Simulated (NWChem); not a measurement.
System: GaN2H4Cl; SMILES [NH2][Ga]([NH2])[Cl]

The following NWChem deck was run.

```
start job
memory heap 200 mb stack 900 mb global 1100 mb
geometry units angstroms
  Ga    -0.298470     0.015047     0.109974
  Cl     1.599874    -0.219842    -0.691113
  N     -0.671668    -0.672353     1.763786
  H     -0.094313    -1.416846     2.137773
  H     -1.623432    -0.784668     2.089323
  N     -1.491902     1.133853    -0.709045
  H     -2.480751     1.103200    -0.495310
  H     -1.362299     1.375337    -1.684936
end
basis spherical
  * library def2-svp
end
dft
  xc hfexch
  iterations 150
end
driver
  maxiter 150
end
task dft optimize
```

Parts of the log:

```
             Northwest Computational Chemistry Package (NWChem) 7.3.0
             --------------------------------------------------------

 CS  symmetry detected

                             Geometry "geometry" -> ""
                             -------------------------

 Output coordinates in angstroms (scale by  1.889725989 to convert to a.u.)

  No.       Tag          Charge          X              Y              Z
 ---- ---------------- ---------- -------------- -------------- --------------
    1 Ga                  31.0000    -0.03068439    -0.27164277     0.00000000
    2 Cl                  17.0000     0.02158519     1.80149279     0.00000000
    3 N                    7.0000     0.08595163    -1.17758209     1.58509124
    4 H                    1.0000    -0.14600117    -0.70327003     2.45036621
    5 H                    1.0000    -0.16352632    -2.15588111     1.65675655
    6 N                    7.0000     0.08595163    -1.17758209    -1.58509124
    7 H                    1.0000    -0.16352632    -2.15588111    -1.65675655
    8 H                    1.0000    -0.14600117    -0.70327003    -2.45036621

 Effective nuclear repulsion energy (a.u.)     360.8379408237

      Symmetry information
      --------------------

 Group name             Cs
 Group number              2
 Group order               2
 No. of unique centers     5

                                Z-matrix (autoz)
                                --------

 Units are Angstrom for bonds and degrees for angles

[...]

      ----------------------
      Optimization converged
      ----------------------

  Step       Energy      Delta E   Gmax     Grms     Xrms     Xmax
  ---- ---------------- -------- -------- -------- -------- --------
@   15   -2493.60675660 -1.4D-07  0.00004  0.00002  0.00062  0.00131
                                     ok       ok       ok       ok

                                Z-matrix (autoz)
                                --------

 Units are Angstrom for bonds and degrees for angles

      Type          Name      I     J     K     L     M      Value     Gradient
      ----------- --------  ----- ----- ----- ----- ----- ---------- ----------
    1 Stretch                  1     2                       2.16511    0.00001
    2 Stretch                  1     3                       1.80419    0.00004
    3 Stretch                  1     6                       1.80419    0.00004
    4 Stretch                  3     4                       1.00013   -0.00003
    5 Stretch                  3     5                       0.99993   -0.00002
    6 Stretch                  6     7                       0.99993   -0.00002
    7 Stretch                  6     8                       1.00013   -0.00003
    8 Bend                     1     3     4               123.27681    0.00000
    9 Bend                     1     3     5               124.99435    0.00002
   10 Bend                     1     6     7               124.99435    0.00002
   11 Bend                     1     6     8               123.27681    0.00000
   12 Bend                     2     1     3               117.40573    0.00000
   13 Bend                     2     1     6               117.40573    0.00000
   14 Bend                     3     1     6               125.18852   -0.00001
   15 Bend                     4     3     5               111.72884   -0.00002
   16 Bend                     7     6     8               111.72884   -0.00002
   17 Torsion                  2     1     3     4          -0.06036   -0.00000
   18 Torsion                  2     1     3     5         179.95918   -0.00000
   19 Torsion                  2     1     6     7        -179.95918    0.00000
   20 Torsion                  2     1     6     8           0.06036    0.00000
   21 Torsion                  3     1     6     7          -0.01269   -0.00000
   22 Torsion                  3     1     6     8        -179.99315   -0.00000
   23 Torsion                  4     3     1     6         179.99315    0.00000
   24 Torsion                  5     3     1     6           0.01269    0.00000

                         Geometry "geometry" -> "geometry"
                         ---------------------------------

 Output coordinates in angstroms (scale by  1.889725989 to convert to a.u.)

  No.       Tag          Charge          X              Y              Z
 ---- ---------------- ---------- -------------- -------------- --------------
    1 Ga                  31.0000    -0.04089602    -0.34066103     0.00000000
    2 Cl                  17.0000     0.02976415     1.82329236     0.00000000
    3 N                    7.0000    -0.06868656    -1.17064505     1.60170603
    4 H                    1.0000    -0.05219863    -0.68121014     2.47374094
    5 H                    1.0000    -0.10167434    -2.16126871     1.73375619
    6 N                    7.0000    -0.06868656    -1.17064505    -1.60170603
    7 H                    1.0000    -0.10167434    -2.16126871    -1.73375619
    8 H                    1.0000    -0.05219863    -0.68121014    -2.47374094

[...]
```

Level: Hartree-Fock/def2-SVP.
